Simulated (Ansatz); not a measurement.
Total energies of Cr(NH2)3 (CrN3H6) from Ansatz at PBE-D4/def2-TZVPD, gas phase (1 Eh = 27.2114 eV = 2625.5 kJ/mol). The reference geometry is relaxed at r2SCAN-D4/def2-SVP.

```json
{"state": "charge 0 quartet", "geometry": "reference", "energy (Eh)": "-1212.05604"}
{"state": "charge -1 quintet", "geometry": "reference", "energy (Eh)": "-1212.03999"}
{"state": "charge -1 quintet", "geometry": "relaxed at r2SCAN-D4/def2-SVPD", "energy (Eh)": "-1212.06493"}
{"state": "free Cr atom (septet)", "geometry": "–", "energy (Eh)": "-1044.19827"}
{"state": "free N atom (quartet)", "geometry": "–", "energy (Eh)": "-54.53224"}
{"state": "free H atom (doublet)", "geometry": "–", "energy (Eh)": "-0.49962"}
```

Other spin states of the ions weren't run at this level and may lie lower.

Question: Work out the vertical electron affinity, to the quintet.

Answer: E(charge 0 quartet) − E(charge -1 quintet) = -1212.05604 − (-1212.03999) = -0.01605 Eh = -0.44 eV; negative, so the extra electron isn't bound.

Question: How much does the charge -1 quintet relax, and what is the adiabatic electron affinity?

Answer: Relaxation: -1212.03999 − (-1212.06493) = 0.02494 Eh = 0.68 eV. Adiabatic electron affinity: 0.00889 Eh = 0.24 eV, without zero-point energy. 

Question: What is the binding energy per atom against free atoms?

Answer: Atoms: 1 × (-1044.19827) + 3 × (-54.53224) + 6 × (-0.49962) = -1210.79271 Eh. Binding: -1210.79271 − (-1212.05604) = 1.26333 Eh = 34.38 eV, or 3.44 eV for each of 10 atoms (no zero-point energy, no counterpoise term).

At PBE-D4/def2-TZVPD the highest occupied level of the charge -1 quintet lies above zero (up to 2.18 eV). By energy differences it is unbound by 0.44 eV (vertical, to the charge 0 quartet, at PBE-D4/def2-TZVPD) and held by the finite basis. At PBE-D4/def2-TZVPD the highest occupied level of the relaxed charge -1 quintet lies above zero (up to 1.60 eV). By energy differences its removal costs 0.24 eV (each at its own geometry, to the charge 0 quartet, at PBE-D4/def2-TZVPD); the vertical value is larger still, so the positive level points to self-interaction error. At PBE-D4/def2-TZVPD an occupied level of the charge -1 quintet lies above an empty one of the other spin, so a lower spin may lie lower. At PBE-D4/def2-TZVPD the lowest empty level of the quartet has β spin (-2.18 eV), and filling it gives a triplet, which wasn't run; the affinity to the quintet shown is then probably not the largest one.
